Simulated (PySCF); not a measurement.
Si(F)2(OH)(OMe) (CH4F2O2Si), SMILES CO[Si](O)(F)F.

Coordinates come from a PBE0-D3(BJ)/def2-SVP optimisation. The structure was generated by enumeration, and PubChem lists no compound with its InChIKey, so it may never have been made. One conformer was computed; it need not be the lowest.

These are PBE/def2-TZVP (PySCF) values and carry that method's errors.

Gas-phase values at a fixed geometry.

| Quantity | Result |
|---|---|
| total energy | -680.00526 hartree |
| highest occupied level | -7.36 eV |
| lowest empty level | -0.56 eV |
| orbital gap | 6.80 eV |
| dipole moment | 2.19 D |
| quadrupole, principal values (traceless, Buckingham form, about the centre of nuclear charge) | -6.33, -3.03, 9.36 D·Å |
| mean static polarisability | 41.7 bohr³ (6.18 Å³) |
| polarisability, principal values | 37.7, 39.9, 47.5 bohr³ |
